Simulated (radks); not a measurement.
Species: Co2+. Configuration: [Ar] 3d(up 3.5, down 3.5) (fractional occupations, a model configuration). Method: non-relativistic Kohn-Sham, PBEsol, spin-polarised, spherical densities, point nucleus; computed with a radial shooting solver on a logarithmic mesh with Libxc functionals.

Unscreened Slater integrals over Kohn-Sham orbitals (hartree). They are taken over the spin-up orbitals.

integral     value
F0(3d,3d)  0.91820
F2(3d,3d)  0.41880
F4(3d,3d)  0.25937
F0(3d,3p)  0.99884
F2(3d,3p)  0.46726
G1(3d,3p)  0.57891
G3(3d,3p)  0.34946
F0(3d,3s)   1.0179
G2(3d,3s)  0.43690
F0(3d,2p)   1.2989
F2(3d,2p)  0.24345
G1(3d,2p)  0.17974
G3(3d,2p)  0.10210
F0(3p,3p)   1.1018
F2(3p,3p)  0.55008
F0(3p,3s)   1.1242
G1(3p,3s)  0.74409
F0(3p,2p)   1.5005
F2(3p,2p)  0.29659
G0(3p,2p)  0.11432
G2(3p,2p)  0.12014
F0(3s,3s)   1.1488
F0(3s,2p)   1.5319
G1(3s,2p)  0.12442
F0(2p,2p)   4.0349
F2(2p,2p)   1.9041

Derived for the open shells (J is the average intra-shell exchange parameter used in DFT+U). 3d: Racah B = F2/49 - 5 F4/441 = 0.005606 hartree, C = 35 F4/441 = 0.02059 hartree, C/B = 3.67, F4/F2 = 0.619, J = (F2 + F4)/14 = 0.04844 hartree.
